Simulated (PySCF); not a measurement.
Delta-SCF ions had no search for a lower state. Excitations are Tamm–Dancoff values on a coarser integration grid. The basis has no diffuse functions, so Rydberg states are missing or too high.

Cartesian coordinates (Å):
SMILES: [OH][Ge]([OH])([Cl])[Cl]
```xyz
7

O      1.5095    -0.3135    -0.4685
Ge    -0.0549     0.3438     0.0635
O     -1.3126    -0.9001     0.2457
Cl     0.0963     1.2419     2.0010
Cl    -0.5804     1.7670    -1.4470
H      1.8957    -0.8726     0.2298
H     -1.5536    -1.2665    -0.6244
```
Charge 0, multiplicity 1.

Problem. Give the vertical ionisation energy (Delta-SCF), S1 excitation (TDA), S1–T1 gap (TDA), dipole moment, S1 oscillator strength, T1 excitation (TDA), LUMO and total energy at the level PBE-D3(BJ)/def2-TZVP in PySCF.

Solution. 
```json
{
  "vertical ionisation energy (Delta-SCF)": "10.69 eV",
  "S1 excitation (TDA)": "5.47 eV",
  "S1–T1 gap (TDA)": "0.32 eV",
  "dipole_moment": "1.71 D",
  "S1 oscillator strength": "0.002",
  "T1 excitation (TDA)": "5.15 eV",
  "LUMO": "-2.42 eV",
  "total_energy": "-3148.4604 Ha"
}
```
